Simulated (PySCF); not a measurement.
B(OH)2(OSiH3) (BH₅O₃Si), SMILES [SiH3]OB(O)O.

Geometry optimised at PBE0-D3(BJ)/def2-SVP. One conformer was computed; it need not be the lowest.

Two levels are set side by side: TDDFT-PBE/def2-SVPD (PySCF) and TDDFT-B3LYP/def2-SVPD (PySCF). Vertical, same geometry. The lowest singlet is HOMO→LUMO 100 % with PBE and HOMO→LUMO 96 % with the other functional; states are paired by order. Differences are taken from unrounded values.

| quantity | TDDFT-B3LYP |
|---|---|
| lowest singlet excitation (eV) | 6.97 |
| lowest triplet excitation (TDA) (eV) | 6.84 |

Problem. What does TDDFT-PBE give, and how far is it from TDDFT-B3LYP? (An estimate is asked for; the answer gives what the named calculation found.)

Solution. 
```csv
quantity,TDDFT-PBE,TDDFT-PBE minus TDDFT-B3LYP
lowest singlet excitation (eV),6.17,-0.80
lowest triplet excitation (TDA) (eV),6.08,-0.76
```

A lower first singlet is the usual sign of a functional without exact exchange. Differences between two approximate levels are no errors against the true value.

Rough cost on one machine, each run with all the roots and properties that it gave: TDDFT-B3LYP against TDDFT-PBE about 4 times.
